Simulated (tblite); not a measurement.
triplet methylene (CH2), triplet, at a GFN2-xTB geometry; GFN1-xTB run with tblite.

Here is a job for tblite.
```
$ tblite run mol.xyz --method gfn1 --charge 0 --spin 2 --json tblite.json --no-restart

# file mol.xyz
3

C      0.00386916     0.00066529     0.10150064
H      0.00046091     0.97908788    -0.31139250
H     -0.02367585    -0.98307960    -0.29761136
```

Write the output that tblite gives for this input, abridged.


```
xTB calculator
 | screened Coulomb repulsion
 | Coulomb electrostatics
 |  * isotropic Klopman-Ohno-Mataga-Nishimoto electrostatics
 |  * onsite third-order electrostatics
 | DFT-D3(BJ) dispersion correction

halogen bonding energy    0.0000000000000E+00 Eh
repulsion energy          4.1160929902713E-02 Eh
dispersion energy        -1.9193502219199E-04 Eh
number of electrons       6.0000000000000E+00 e
integral cutoff           1.9731147476801E+01 bohr

------------------------------------------------------------
  cycle        total energy    energy error   density error
------------------------------------------------------------
      1     -2.974412138900  -3.0153811E+00   4.9829073E-01
      2     -2.974550036484  -1.3789758E-04   2.9863179E-01
      3     -2.974564341717  -1.4305233E-05   6.2630010E-03
      4     -2.974568638212  -4.2964950E-06   9.6667683E-04
      5     -2.974568748229  -1.1001702E-07   1.9374293E-06
------------------------------------------------------------

electronic energy        -3.0155377431092E+00 Eh
total energy             -2.9745687482287E+00 Eh

Post processing:
 | Mayer-Wiberg bond orders

[Info] JSON dump of results written to 'tblite.json'
```
